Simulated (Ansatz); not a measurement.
Isolated molecules relaxed with PBE0-D4/def2-TZVP in Ansatz; ΔE leaves out vibrations. CCSD(T)/CBS is the MP2 limit (def2-TZVPP, def2-QZVPP) plus CCSD(T) − MP2 in def2-TZVPP, frozen cores. DFT in def2-TZVPP. HSE06 is defined as in plane-wave codes. For Br, Ge outer-core shells are correlated without core-valence functions, which leaves a few kJ/mol of doubt a bond. Scalar relativity is left out up to krypton. One conformer a species, not always the lowest.

Reaction (silylene formation by 1,1-elimination): `[Cl][GeH2][SiH2]Br` → `[Cl][GeH3]` + `[SiH]Br`

```json
{"species": "`[Cl][GeH2][SiH2]Br`", "HSE06-D4 energy (Eh)": "-5402.53277"}
{"species": "`[Cl][GeH3]`", "HSE06-D4 energy (Eh)": "-2538.62839"}
{"species": "`[SiH]Br`", "HSE06-D4 energy (Eh)": "-2863.82154"}
```

Question: Work out ΔE.

Answer: ΔE = (-2538.62839) + (-2863.82154) − (-5402.53277) = 0.08284 Eh = +52.0 kcal/mol. CCSD(T)/CBS gives +49.4 kcal/mol.

Largest T1 diagnostic among the species: 0.011.

At CCSD(T), def2-SVP lies −5.8 kcal/mol from the extrapolated value and def2-TZVPP −1.8 kcal/mol. In def2-TZVPP, CCSD(T) changes the Hartree–Fock value by +3.9 kcal/mol (the triples alone add +0.7 kcal/mol) and MP2 by +7.9 kcal/mol.
